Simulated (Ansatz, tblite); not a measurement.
Forces on the cluster Cs3H3⁺ at its PBE0-D4/def2-TZVP geometry. Charge 1, multiplicity 2.

In the def2 sets Cs takes a core potential; there is no spin–orbit coupling. The xTB rows come from tblite. In the doublet, H5 and H6 lie 0.75 Å apart (atoms count from 1), so H2 has formed as a molecule. Another isomer (doublet) lies 0.13 eV lower at PBE0-D4/def2-TZVP; other spin states weren't run for this one.

GFN1-xTB (tblite), largest force 1.18 eV/Å:

```xyz
6
positions Å, forces eV/Å
Cs   -0.764   -1.338    0.783    0.032    0.091   -0.039
Cs    2.620   -0.387   -3.064    0.030    0.033    0.293
Cs    3.963    0.768    0.974   -0.151   -0.119   -0.223
H     1.562   -0.467   -0.290   -0.008    0.064   -0.030
H    -3.877    0.449    0.987   -0.545   -0.867    0.596
H    -3.503    0.975    0.610    0.643    0.797   -0.597
```

GFN2-xTB (tblite), largest force 1.25 eV/Å:

```
Cs 0.207 -0.121 -0.020
Cs 0.245 0.128 0.138
Cs 0.104 0.005 -0.298
H -0.397 -0.133 0.184
H -0.716 -0.809 0.626
H 0.557 0.931 -0.630
```

PBE-D4/def2-TZVP (Ansatz), largest force 0.20 eV/Å:

```
Cs 0.005 0.003 -0.003
Cs -0.020 -0.008 0.005
Cs -0.018 -0.006 0.012
H 0.032 0.012 -0.014
H -0.100 -0.140 0.100
H 0.101 0.139 -0.100
```
